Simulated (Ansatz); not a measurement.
Ansatz results at the PBE0-D4/def2-TZVP geometry: HOMO–LUMO gap (PBE/def2-TZVPP) 5.31 eV; size of the dipole moment (ωB97M-V/def2-TZVPP) 1.63 D; size of the dipole moment (B3LYP/def2-TZVPP) 1.64 D.

Each molecule was computed in one conformer, which needn't be the lowest.

(1) Which molecule gave them?
A. `O[SiH2][SiH2]F`
B. `C[SiH](C)[SiH2]F`
C. `CC[SiH](F)[SiH3]`
D. `C[SiH]([SiH3])CF`

Answers

(1) B. The others give `C[SiH]([SiH3])CF`: 6.16, 1.60, 1.61; `CC[SiH](F)[SiH3]`: 5.68, 1.61, 1.64; `O[SiH2][SiH2]F`: 5.08, 2.15, 2.15.

B3LYP here is the variant with VWN-RPA as its local correlation; programs differ in this.
